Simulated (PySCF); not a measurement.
CHS, SMILES [C]S (connectivity only; charge and spin as stated), neutral, multiplicity 2.

Geometry optimised at B3LYP-D3(BJ)/def2-TZVPD.

Two levels are set side by side: PBE/def2-TZVPD (PySCF) and CAM-B3LYP/def2-TZVPD (PySCF). Same geometry, gas phase. Differences are taken from unrounded values.

```json
[
 {"quantity": "α-spin orbital gap (eV)", "CAM-B3LYP": "6.88"},
 {"quantity": "β-spin orbital gap (eV)", "CAM-B3LYP": "8.42"},
 {"quantity": "dipole moment (D)", "CAM-B3LYP": "2.66"},
 {"quantity": "mean polarisability (bohr³)", "CAM-B3LYP": "33.6"}
]
```

**Question.** What does PBE give, and how far is it from CAM-B3LYP? (Estimate from the structure and the level; the computed values follow.)

**Answer.** 
```json
[
 {"quantity": "α-spin orbital gap (eV)", "PBE": "1.79", "PBE minus CAM-B3LYP": "-5.09"},
 {"quantity": "β-spin orbital gap (eV)", "PBE": "3.34", "PBE minus CAM-B3LYP": "-5.08"},
 {"quantity": "dipole moment (D)", "PBE": "2.60", "PBE minus CAM-B3LYP": "-0.06"},
 {"quantity": "mean polarisability (bohr³)", "PBE": "34.8", "PBE minus CAM-B3LYP": "1.3"}
]
```

PBE's more diffuse valence density responds more strongly to a field. Differences between two approximate levels are no errors against the true value.

Rough cost on one machine, each run with all the roots and properties that it gave: CAM-B3LYP against PBE within a factor of 2.
